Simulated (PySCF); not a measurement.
**Structure from NMR data**

An unknown has the formula C₆H₁₀O₃. Its calculated NMR data are:

$^{1}$H NMR (500 MHz, computed): δ 7.93 (s, 1H), 2.32 (s, 3H), 1.54 (s, 6H).

$^{13}$C{$^{1}$H} NMR (computed): δ 214.1 (C), 166.1 (CH), 83.6 (C), 28.7 (CH3), 25.7 (CH3).

PySCF 2.14 calculation with geometry: GFN2-xTB and shieldings: GIAO PBE0/pcSseg-1; non-relativistic Hamiltonian, fast rotation and ring inversion assumed for equivalent nuclei, isolated molecule, single conformer.

Shifts are taken against calculated references (same method and geometry level): $^{1}$H (σref 31.72), $^{13}$C (σref 186.93) against TMS.

Deduce the structure.

## Answers


- Rings plus π bonds: 2 (no ring in the answer).
- 5 carbon signals for 6 carbons: some carbons are equivalent by symmetry or fast rotation.
- Carbon types of the structure: 2 × C, 1 × CH, 3 × CH3, which accounts for all hydrogens.
- δC 214.1: ketone carbonyl carbon; the double bond to the heteroatom, with no lone-pair donor beside it, deshields it most.
- δC 166.1: ester carbonyl carbon; it is a carbonyl in resonance with an O or N lone pair, the region of acids, esters and amides.
- δC 83.6: fully substituted sp3 carbon bonded to O, α to a carbonyl; pulled downfield by the heteroatom.
- δC 28.7: methyl carbon α to a carbonyl; the adjacent C=O deshields it moderately.
- δC 25.7: methyl carbon; aliphatic region, no heteroatom directly attached.
- δH 2.32: hydrogen on a methyl carbon α to a carbonyl; α to C=O.
- δH 1.54: hydrogen on a methyl carbon.

The compound is SMILES CC(=O)C(C)(C)OC=O.

The shifts were computed for this structure.

Shifts are as computed. Against solution values, carbons near 30 ppm lie about +3 ppm off and those near 130 ppm about +5 ppm. Of 1211 compounds with measured shifts, 218 miss one by over three times the rms of a fit or turn the order of signals round; such compounds aren't used in these exercises. No couplings were computed; multiplicities are counted from neighbouring protons, with m where these are inequivalent, close in shift, in a saturated or five-membered ring or joined by F or P, and br s for small geminal =CH2 splittings.
